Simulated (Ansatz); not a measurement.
Consider the atomization: `O[Si](F)([SiH3])Cl` → Cl• + F• + 4 H• + O• + 2 Si•.

Calculated with Ansatz (gas phase, PBE0-D4/def2-TZVP geometries, no zero-point term in ΔE). CCSD(T)/CBS adds triple-zeta CCSD(T) − MP2 to the extrapolated MP2 energy (def2 sets, frozen cores). This one scheme is used for every species, atoms too. For atomizations the MP2-based limit and the directly extrapolated one differ by several kJ/mol either way, and by 10 to 25 for some Ge, Se and Sn compounds, so smaller differences from it don't rank the levels. DFT in def2-TZVPP. B3LYP here is the variant with VWN-RPA as its local correlation; programs differ in this. HSE06 is defined as in plane-wave codes. Open shells (•) are unrestricted, without spin–orbit coupling. Spin–orbit coupling would lower the free atoms: a little for Cl, F, O, Si. Each species was taken in one conformer, which may not be the lowest.

```csv
level,ΔE (kJ/mol),difference from CCSD(T)/CBS
LDA (SPW92),3568.0,397.0
PBE-D4,3161.3,-9.7
BLYP-D4,3119.0,-52.0
r2SCAN-D4,3160.9,-10.1
B97M-V,3169.4,-1.6
B3LYP-D4,3127.7,-43.3
r2SCANh-D4,3137.6,-33.4
r2SCAN0-D4,3104.4,-66.6
HSE06-D4,3114.1,-56.9
BHLYP-D4,3052.3,-118.7
CAM-B3LYP-D4,3153.5,-17.5
ωB97M-V,3160.5,-10.5
B2PLYP,3103.8,-67.2
PBE-QIDH,3113.2,-57.8
PBE,3138.0,-33.0
revPBE,3023.9,-147.1
r2SCAN,3155.4,-15.6
PBE0,3092.5,-78.5
B3LYP,3089.7,-81.3
r2SCANh,3131.7,-39.3
r2SCAN0,3097.7,-73.3
HSE06,3095.3,-75.7
BHLYP,3020.6,-150.4
CAM-B3LYP,3132.9,-38.1
LC-ωPBE,3119.8,-51.2
HF/def2-SVP,2260.9,-910.1
MP2/def2-SVP,2937.5,-233.5
CCSD/def2-SVP,2851.6,-319.4
CCSD(T)/def2-SVP,2878.7,-292.3
HF/def2-TZVPP,2332.2,-838.8
MP2/def2-TZVPP,3138.2,-32.8
SCS-MP2/def2-TZVPP,3113.5,-57.5
CCSD/def2-TZVPP,3024.1,-146.9
CCSD(T)/def2-TZVPP,3068.5,-102.5
HF/def2-QZVPP,2341.2,-829.8
MP2/def2-QZVPP,3200.1,29.1
SCS-MP2/def2-QZVPP,3181.1,10.1
HF/CBS(def2),2342.5,-828.5
MP2/CBS(def2),3240.7,69.7
CCSD/CBS(def2),3126.7,-44.3
CCSD(T)/CBS,3171.0,0
```

Largest T1 diagnostic among the species: 0.012.

At CCSD(T), def2-SVP lies −292.3 kJ/mol from the extrapolated value and def2-TZVPP −102.5 kJ/mol: correlation converges slowly with the basis, and small sets miss more of it in the bonded molecule than in its fragments. From BLYP to BHLYP (50 % exact exchange), in def2-TZVPP and without D4, ΔE moves by −48.1 kJ/mol: exact exchange takes away binding that semilocal exchange gives to molecules.
